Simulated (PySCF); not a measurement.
**Ca⁺: excitation energy**

Ca⁺ [Ar] 4s1 (2S) → Ca⁺ [Ar] 3d1 (2D), as a difference of total energies. Calculation: PySCF 2.14, in ANO-RCC-VTZP (6s5p2d1f, 38 functions); the spin-free X2C one-electron Hamiltonian (Gaussian nucleus). Correlated levels: valence and next inner shell: [Ne] frozen. The calculations carry no spin-orbit coupling.

```json
{"method": "UHF", "excitation energy (eV)": "2.881"}
{"method": "MP2 (valence and next inner shell)", "excitation energy (eV)": "2.985"}
{"method": "SCS-MP2 (valence and next inner shell)", "excitation energy (eV)": "2.968"}
{"method": "CCSD (valence and next inner shell)", "excitation energy (eV)": "2.978"}
{"method": "CCSD(T) (valence and next inner shell)", "excitation energy (eV)": "2.999"}
```

Problem. How much does correlation contribute at CCSD(T) (valence and next inner shell)?

Solution. 2.999 − (2.881) = 0.118 eV, measured against UHF.

Errors of the correlated levels include the incompleteness of this basis and the frozen core.

Every method misses the reference by a wide margin, which points to the basis or the choice of state and not to the methods.

For comparison: 1.697 eV (measured; NIST levels, between the centres of gravity of the two terms).
